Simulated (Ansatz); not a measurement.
Mulliken charges of CH$_{5}$FNOSn, SMILES `C[O][Sn]([NH2])[F]` radical from PBE/def2-TZVPP in Ansatz (PBE0-D4/def2-TZVP geometry).

| atom | x (Å) | y (Å) | z (Å) | charge (e) |
| --- | --- | --- | --- | --- |
| C1 | -0.791 | -0.362 | -1.797 | -0.132 |
| O2 | 0.054 | 0.340 | -0.916 | -0.452 |
| Sn3 | -0.326 | 0.501 | 1.010 | 0.892 |
| N4 | 1.534 | 0.548 | 1.864 | -0.445 |
| F5 | -0.988 | -1.253 | 1.499 | -0.457 |
| H6 | -1.658 | 0.238 | -2.096 | 0.090 |
| H7 | -0.214 | -0.588 | -2.699 | 0.100 |
| H8 | -1.148 | -1.308 | -1.374 | 0.106 |
| H9 | 1.488 | 0.492 | 2.877 | 0.150 |
| H10 | 2.049 | 1.392 | 1.630 | 0.147 |

**Question.** By hand: the dipole of these point charges (1 e Å = 4.8032 D).

**Answer.** Σ q r = (-0.210, 0.772, 0.105) e Å, of length 0.807 e Å = 3.88 D.

**Question.** How does the dipole of the full density compare? (An estimate is asked.)

**Answer.** Ansatz gave: (0.069, 0.546, 0.106) e Å, 2.69 D; the point charges give 1.44 times that, at 22° from its direction.

Point charges leave out the atoms' own dipoles, such as those of lone pairs, and Mulliken's split depends on the basis, so the two needn't agree.
